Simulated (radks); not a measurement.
Values are calculated unless marked as measured or tabulated.
These are the eigenvalues of the occupied orbitals of an atom or ion with whole-number occupations (eV). Code: a radial shooting solver on a logarithmic mesh with Libxc functionals. Model: scalar-relativistic Kohn-Sham, RPBE, spin-polarised, spherical densities, finite nucleus; Fermi nuclear charge, rms radius of each element as measured or else 0.836 A^(1/3) + 0.57 fm.

1s up: -23473.50
1s down: -23472.79
2s up: -3768.503
2s down: -3766.127
2p up: -3422.649
2p down: -3420.623
3s up: -997.5285
3s down: -994.1794
3p up: -883.5540
3p down: -880.0747
3d up: -704.4461
3d down: -700.6052
4s up: -416.0073
4p up: -376.6226

Which element is it, and in what charge state? The configuration may be excited. Open shells, if any, are filled with parallel spins first.

Answer. Z = 45, rhodium, charge +16: Rh16+ in [Ar] 3d9 4s1 4p1. The list shows which subshells hold electrons but not how many an open one holds; the 1s level, -862.64 hartree, gives Z - s = 41.5 by -(Z - s)^2/2, which with screening and relativity narrows Z to a few neighbours, and the depths of the outer levels then fix element, charge and occupations together.
